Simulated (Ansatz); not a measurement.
Wavefunction ladder for C3HF5 (`FC(F)=C(F)C(F)F`)

```xyz
9

F    -0.665    1.967   -0.094
C    -0.939    0.797   -0.617
F    -1.930    0.860   -1.459
C    -0.280   -0.313   -0.319
F    -0.626   -1.460   -0.898
C     0.849   -0.375    0.643
F     0.561   -1.239    1.646
F     1.962   -0.843    0.027
H     1.068    0.606    1.072
```

Total charge 0; spin multiplicity 1. Geometry: relaxed with PBE0-D4/def2-TZVP. It is one conformer, not always the lowest. Frozen core, restricted reference, Ansatz 0.2.0. CBS rows extrapolate triple and quadruple zeta; past MP2 they add the triple-zeta difference.

```
     basis     HF (Eh)  MP2 corr.  CCSD corr.       (T)  CCSD(T) total
  def2-SVP           ?   -1.29345    -1.32110  -0.03052              ?
def2-TZVPP           ?          ?    -1.70733  -0.05926              ?
def2-QZVPP           ?   -1.84667           –         –              –
 CBS(def2)  -611.62044   -1.95888    -1.97103     as TZ     -613.65073
```

Problem. Fill in the withheld values. (Best estimate.)

Solution. Computed: def2-SVP HF (Eh): -610.82929; def2-SVP CCSD(T) total: -612.18091; def2-TZVPP HF (Eh): -611.59039; def2-TZVPP MP2 corr.: -1.69518; def2-TZVPP CCSD(T) total: -613.35698; def2-QZVPP HF (Eh): -611.61681.
